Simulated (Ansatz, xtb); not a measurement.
**Relative energy of two isomers of C5H10NO+**

We compare a, `C1[NH2+][C@@H]2C[C@H]1CO2`, a singlet, with b, `O=C[C@@H]1CC[NH2+]C1`, a singlet. Both are isolated ions in the gas phase, relaxed with PBE0-D3(BJ)/def2-SVP; the shapes shown needn't be the lowest conformers.

a (Å):

```xyz
17

C    -0.0361   -0.1037   -0.7035
C    -1.1447    0.7824    1.2378
C    -1.1073   -0.7304    1.3137
C    -1.2685   -0.8652   -0.2047
C    -2.4954    0.0188   -0.4147
N     0.0538    1.0481    0.2871
O    -2.2478    1.1129    0.5026
H     0.8838   -0.6979   -0.6342
H    -0.1275    0.2983   -1.7206
H    -0.0853    1.9617   -0.1601
H     0.9559    1.0779    0.7758
H    -1.0524    1.4021    2.1387
H    -0.1751   -1.1488    1.7204
H    -1.9603   -1.1158    1.8884
H    -1.3488   -1.8796   -0.6140
H    -3.4359   -0.4819   -0.1404
H    -2.5917    0.4249   -1.4322
```

b (Å):

```xyz
17

C    -1.9870    1.5821   -0.3397
C    -0.6227    0.9141   -0.3503
C    -0.7718   -0.5085   -0.9382
C    -1.2113   -1.3794    0.2503
C    -0.1665    0.6314    1.0734
N    -1.0927   -0.4787    1.4512
O    -2.7791    1.3877    0.5525
H    -2.2524    2.2233   -1.2099
H     0.0996    1.5190   -0.9156
H    -1.4918   -0.5541   -1.7676
H     0.1960   -0.8473   -1.3326
H    -2.2485   -1.7321    0.1888
H    -0.5581   -2.2482    0.4006
H    -2.0080   -0.0038    1.5932
H    -0.8251   -0.9721    2.3087
H    -0.2919    1.4662    1.7761
H     0.8699    0.2680    1.1117
```

Quicker runs give these differences E(b) − E(a): GFN2-xTB +51.2 kJ/mol; HF/STO-3G +89.7 kJ/mol (at GFN2-xTB geometries); r2SCAN-D4/def2-SVP −11.3 kJ/mol (at GFN2-xTB geometries).

**Question.** Which of the two would you expect CCSD(T)/def2-SVP + ΔMP2/def2-TZVPP electronic energies to favour?

**Answer.** Structure b; the calculation gives E(b) − E(a) = −16.5 kJ/mol.

How the difference moves with the method:

```tsv
level	geometry	E(b) − E(a) (kJ/mol)	departure from the last row (kJ/mol)	job, with rough time for the two
GFN2-xTB	GFN2-xTB	+51.2	+67.7	optimisation, 0.18 s
HF/STO-3G	GFN2-xTB	+89.7	+106.2	single point, 0.44 s
r2SCAN-D4/def2-SVP	GFN2-xTB	−11.3	+5.2	single point, 4.4 s
PBE0-D3(BJ)/def2-SVP	PBE0-D3(BJ)/def2-SVP	−10.3	+6.2	optimisation, 53 s
HF/def2-SVP	PBE0-D3(BJ)/def2-SVP	−28.1	−11.6	part of the CCSD(T) run
MP2/def2-SVP	PBE0-D3(BJ)/def2-SVP	−28.7	−12.3	part of the CCSD(T) run
CCSD(T)/def2-SVP	PBE0-D3(BJ)/def2-SVP	−30.4	−13.9	single point
CCSD(T)/def2-SVP + ΔMP2/def2-TZVPP	PBE0-D3(BJ)/def2-SVP	−16.5		single point, 97 s
```

As drawn, b has 1 C=O in place of 2 C–O. Structure a has 2 5-membered rings, b a 5-membered ring.

GFN2-xTB, HF/STO-3G put the two in the other order. The largest departure from CCSD(T)/def2-SVP + ΔMP2/def2-TZVPP is that of HF/STO-3G, 106.2 kJ/mol. The last row adds to CCSD(T) the change of the MP2 difference between the two basis sets, here +13.9 kJ/mol, a large step that makes the value less sure.

With thermal terms from frequencies at re-optimised GFN2-xTB minima (ideal gas, soft modes damped towards free rotors, one conformer each, 298.15 K, 1 atm): the zero-point term adds −5.3 kJ/mol; ΔH is −18.8 and ΔG −25.9 kJ/mol.

The correlated steps freeze 7 core orbitals. Codes used: Ansatz 0.2.0, xtb 6.7.1; the last row on 4 threads of Arm Neoverse V1 on a shared host.
